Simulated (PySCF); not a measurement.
C₇H₁₀O₂.
SMILES with atom numbers: `[CH2:1]=[C:2]1[CH2:3][CH2:4][C@@H:5]([O:6][CH:7]=[O:8])[CH2:9]1` (hydrogens: H10, H11 on C1; H12, H13 on C3; H14, H15 on C4; H16 on C5; H17 on C7; H18, H19 on C9)

Cartesian coordinates in Å at the PBE0-D3(BJ)/def2-SVP level; atoms count from 1:
```xyz
19
C7H10O2 angstrom
C     -2.9001    1.0128    0.3537
C     -1.7256    0.4664    0.0371
C     -1.5172   -0.7047   -0.9043
C     -0.0186   -0.7007   -1.1997
C      0.5835   -0.1883    0.1020
O      1.9016    0.3197   -0.1084
C      2.8812   -0.1056    0.6871
O      2.7804   -0.8891    1.5862
C     -0.3750    0.9123    0.5512
H     -3.8333    0.6457   -0.0825
H     -2.9716    1.8451    1.0592
H     -1.7985   -1.6394   -0.3879
H     -2.1428   -0.6407   -1.8065
H      0.3809   -1.6802   -1.4988
H      0.2218    0.0204   -1.9984
H      0.6406   -0.9901    0.8533
H      3.8281    0.3870    0.3814
H     -0.3572    1.0868    1.6371
H     -0.0710    1.8536    0.0611
```

The calculation used PySCF, PBE0-D3(BJ)/def2-SVP geometry optimisation, gas phase.

Take the most abundant isotopes and a rigid rotor. The values belong to one conformer with, in the numbering `[CH2:1]=[C:2]1[CH2:3][CH2:4][C@@H:5]([O:6][CH:7]=[O:8])[CH2:9]1`, C4–C5–O6–C7 -130°, C5–O6–C7–O8 0°, C1–C2–C3–C4 166°, C2–C3–C4–C5 33°, C3–C4–C5–O6 -160°, C4–C5–C9–C2 31°.

(1) Give the principal moments of inertia and the rotational constants in GHz.

(2) Classify the top.

(3) Is it planar, by Δ = Ic − Ia − Ib?

(4) Which types of transition are allowed, and where do some lines up to J = 4 fall?

(5) Estimate the classical rotational partition function at 10 K, 100 K and 200 K.

Results:

(1) Ia = 127.08, Ib = 556.71, Ic = 612.10 u·Å²; 505379 MHz·u·Å²/I gives 3977, 907.8 and 825.6 MHz, that is A = 3.9768, B = 0.9078, C = 0.8256 GHz.

(2) A near-prolate asymmetric top; Ray's κ = -0.948.

(3) Not planar: Δ = Ic − Ia − Ib = -71.69 u·Å². For a rigid frame Δ = −2 Σ m c², so Σ m c² = 35.85 u·Å² lies off the ab plane: 8.36 from hydrogen and 27.49 from heavier atoms. The atom farthest from that plane is 1.49 Å away.

(4) The dipole components are |μa| = 1.24 D, |μb| = 0.73 D, |μc| = 1.18 D. The squared components, which scale the intensities, stand as 1.00 : 0.35 : 0.91 (a : b : c). Some lines, for components of 0.1 D or more:

```tsv
type	branch	J(Ka,Kc)	MHz	lower level (cm⁻¹)
a	Q	4(1,3) ← 4(1,4)	821	0.668
c	Q	4(1,4) ← 4(0,4)	2720	0.577
b	Q	1(1,0) ← 1(0,1)	3151	0.058
b	Q	3(1,2) ← 3(0,3)	3364	0.347
a	R	2(0,2) ← 1(0,1)	3465	0.058
b	R	1(1,1) ← 0(0,0)	4802	0.000
a	R	3(0,3) ← 2(0,2)	5194	0.173
a	R	3(2,1) ← 2(2,0)	5207	0.588
a	R	4(0,4) ← 3(0,3)	6918	0.347
a	R	4(3,1) ← 3(3,0)	6937	1.281
b	Q	4(2,2) ← 4(1,3)	8947	0.696
b	Q	3(2,2) ← 3(1,3)	9578	0.442
b	R	4(1,4) ← 3(0,3)	9637	0.347
c	R	4(1,3) ← 3(0,3)	10458	0.347
b	R	2(2,1) ← 1(1,0)	12756	0.163
c	R	3(2,2) ← 2(1,2)	14654	0.273
b	Q	4(3,1) ← 4(2,2)	15532	0.994
c	Q	3(3,1) ← 3(2,1)	15543	0.762
b	Q	4(3,2) ← 4(2,3)	15556	0.993
c	R	4(2,3) ← 3(1,3)	16510	0.442
```

(5) Point group C1, symmetry number σ = 1; q = (√π/σ)·√((kT/h)³/(ABC)), k/h = 20836.6 MHz/K: 3090 at 10 K, 97600 at 100 K, 276000 at 200 K.

No frequency check. Constants of a rigid frame at the computed geometry: no zero-point averaging, no centrifugal distortion.

Rough CPU time on one thread of a shared machine: about 4 min. This is the geometry optimisation.
